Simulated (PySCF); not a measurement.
B(Me)2(SH) (C2H7BS), SMILES SB(C)C.

Geometry optimised at PBE0-D3(BJ)/def2-SVP. One conformer was computed; it need not be the lowest.

Method: TDDFT-PBE/def2-SVPD run with PySCF.

Vertical excitations. Isolated molecule, no solvent.

Q: Estimate the UV-visible absorptions. (The exact figures need the calculation; the answer reports its results.)

A: 
```tsv
state	energy (eV)	λ (nm)	f	main pairs
S1	6.12	203	0.175	HOMO→LUMO 91 %
S2	6.17	201	0.004	HOMO−1→LUMO 96 %
S3	6.21	200	0.022	HOMO→LUMO+1 97 %
S4	6.55	189	0.002	HOMO−2→LUMO 98 %
S5	6.91	180	0.032	HOMO−1→LUMO+1 97 %
S6	6.99	177	0.001	HOMO→LUMO+2 97 %
S7	7.33	169	0.076	HOMO−2→LUMO+1 99 %
S8	7.37	168	0.018	HOMO→LUMO+3 99 %
S9	7.60	163	0.013	HOMO→LUMO+4 70 %, HOMO−3→LUMO 29 %
S10	7.63	162	0.000	HOMO−3→LUMO 69 %, HOMO→LUMO+4 29 %
T1	4.83	257	0	HOMO→LUMO 99 %
T2	5.67	219	0	HOMO−1→LUMO 98 %
T3	5.96	208	0	HOMO→LUMO+1 95 %
T4	6.07	204	0	HOMO−2→LUMO 97 %
```
Triplets are in the Tamm–Dancoff approximation, which puts them higher than full response would, so one can lie above its singlet here.
